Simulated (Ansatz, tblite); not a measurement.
Forces on trans-PdCl2(PF3)2 (P2PdCl2F6) at its r2SCAN-D4/def2-SVP geometry. Total charge 0; singlet.

In the def2 sets Pd takes a core potential; there is no spin–orbit coupling. The xTB rows come from tblite.

GFN1-xTB (tblite), largest force 1.05 eV/Å:

```xyz
11
positions Å, forces eV/Å
Pd   -0.001    0.002   -0.002    0.001   -0.002    0.002
Cl    1.838    1.275    0.583   -0.906   -0.419   -0.082
P    -1.049    1.208    1.571    0.694   -0.418   -0.667
F    -1.085    2.768    1.371   -0.045    0.032    0.120
F    -0.480    1.122    3.035   -0.071    0.100    0.051
F    -2.573    0.947    1.867   -0.131    0.090    0.137
Cl   -1.839   -1.272   -0.585    0.906    0.419    0.082
P     1.049   -1.208   -1.571   -0.695    0.421    0.665
F     1.089   -2.767   -1.363    0.045   -0.031   -0.120
F     2.572   -0.945   -1.870    0.131   -0.091   -0.136
F     0.479   -1.130   -3.035    0.071   -0.100   -0.051
```

GFN2-xTB (tblite), largest force 2.00 eV/Å:

```
Pd 0.002 -0.004 0.004
Cl -0.280 -0.130 -0.026
P 0.932 -1.075 -1.406
F -0.248 -0.122 0.476
F -0.423 0.353 -0.004
F 0.138 0.433 0.379
Cl 0.280 0.129 0.026
P -0.935 1.084 1.398
F 0.247 0.121 -0.477
F -0.138 -0.436 -0.376
F 0.424 -0.352 0.005
```

PBE-D4/def2-TZVP (Ansatz), largest force 0.79 eV/Å:

```
Pd 0.001 -0.001 0.001
Cl -0.073 -0.027 0.000
P -0.295 0.466 0.567
F 0.026 -0.359 -0.001
F -0.099 -0.018 -0.346
F 0.334 0.013 -0.108
Cl 0.073 0.027 0.000
P 0.294 -0.467 -0.566
F -0.027 0.360 -0.001
F -0.334 -0.013 0.110
F 0.100 0.020 0.345
```
